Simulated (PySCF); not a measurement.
# Structure elucidation problem

Molecular formula: CH8Cl3NSi3. Simulated spectra:

¹H NMR (500 MHz, computed): δ 4.92 (s, 6H), 4.77 (s, 2H).

¹³C{¹H} NMR (computed): δ 113.2 (C).

No relativistic terms, one conformer, one averaged value for each set of equivalent atoms, no solvent model. σ from GIAO-PBE0/pcSseg-1; coordinates at the GFN2-xTB level; PySCF 2.14.0 with density-fitted response routines.

Shifts are taken against calculated references (same method and geometry level): ¹H (σref 31.72) and ¹³C (σref 186.93) vs TMS.

Deduce the structure.

## Answers


- The formula gives 0 degrees of unsaturation.
- Carbon types of the structure: 1 × C, leaving 8 H on heteroatoms.
- δC 113.2: fully substituted sp3 carbon bonded to 3 Cl and Si; 3 electronegative neighbours deshield it.
- δH 4.92: hydrogen on a silicon bonded to N.
- δH 4.77: hydrogen on a silicon bonded to C, N.

The compound is `[SiH3]N([SiH3])[SiH2]C(Cl)(Cl)Cl`.

This is the structure that produced the data.

Carbons that carry Cl, above all several Cl atoms, come out too deshielded, partly because spin–orbit coupling is missing. Shifts are as computed. Against solution values, carbons near 30 ppm lie about +3 ppm off and those near 130 ppm about +5 ppm; carbons on Cl a further +6 ppm. Of 1309 compounds with measured shifts, 239 miss one by over three times the rms of a fit or turn the order of signals round; such compounds aren't used in these exercises. No couplings were computed; multiplicities are counted from neighbouring protons, with m where these are inequivalent, close in shift, in a saturated or five-membered ring or joined by F or P, and br s for small geminal =CH2 splittings.
